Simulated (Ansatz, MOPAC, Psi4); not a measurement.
Molecule: fluoro(trimethyl)silane, C$_{3}$H$_{9}$FSi, net charge 0, singlet state. SMILES: C[Si](C)(C)F
Geometry: optimised at B3LYP-D3(BJ)/def2-TZVP (Ansatz, a quantum-chemistry and plane-wave program).

Quantity: vertical ionisation energy to the doublet, in eV. Conventions: 6-31G* and kin with 6d, 5d where marked; non-relativistic; dispersion terms only where a functional's name holds one; 6-311+G** with 5d, 6d on Na to Ar in Ansatz; frozen cores in correlated levels; no spin-orbit coupling; each state is the SCF solution reached for its charge and spin; open shells spin-unrestricted. Ab initio and DFT rows: single points at B3LYP-D3(BJ) geometries (Ansatz). Semi-empirical rows: differences of heats of formation at the shared geometry for vertical values.

```json
[
 {"level": "PM6", "program": "MOPAC", "vertical ionisation energy to the doublet (eV)": "9.93"},
 {"level": "HF/6-31G*", "program": "Ansatz", "vertical ionisation energy to the doublet (eV)": "10.39"},
 {"level": "HF/6-311+G**", "program": "Ansatz", "vertical ionisation energy to the doublet (eV)": "10.44"},
 {"level": "PBE/6-311+G**", "program": "Ansatz", "vertical ionisation energy to the doublet (eV)": "10.30"},
 {"level": "B3LYP/STO-3G", "program": "Ansatz", "vertical ionisation energy to the doublet (eV)": "8.09"},
 {"level": "B3LYP/3-21G", "program": "Ansatz", "vertical ionisation energy to the doublet (eV)": "10.55"},
 {"level": "B3LYP/6-311+G**", "program": "Ansatz", "vertical ionisation energy to the doublet (eV)": "10.69"},
 {"level": "wB97X-D/6-31G*", "program": "Psi4", "vertical ionisation energy to the doublet (eV)": "10.67"},
 {"level": "MP2/6-311+G**", "program": "Ansatz", "vertical ionisation energy to the doublet (eV)": "11.07"},
 {"level": "wB97M-V/def2-TZVPD", "program": "Ansatz", "vertical ionisation energy to the doublet (eV)": "10.86"}
]
```

No value to compare with is used here. The 9 habitual levels span 8.09 (B3LYP/STO-3G) to 11.07 eV (MP2/6-311+G**); wB97M-V/def2-TZVPD gives 10.86.

The levels are drawn from those run, B3LYP/6-31G* more often than the rest, none by its result; left out are runs that failed, that the program found above a lower state of the same kind, or whose <S^2> lies over 0.5 above the pure value.
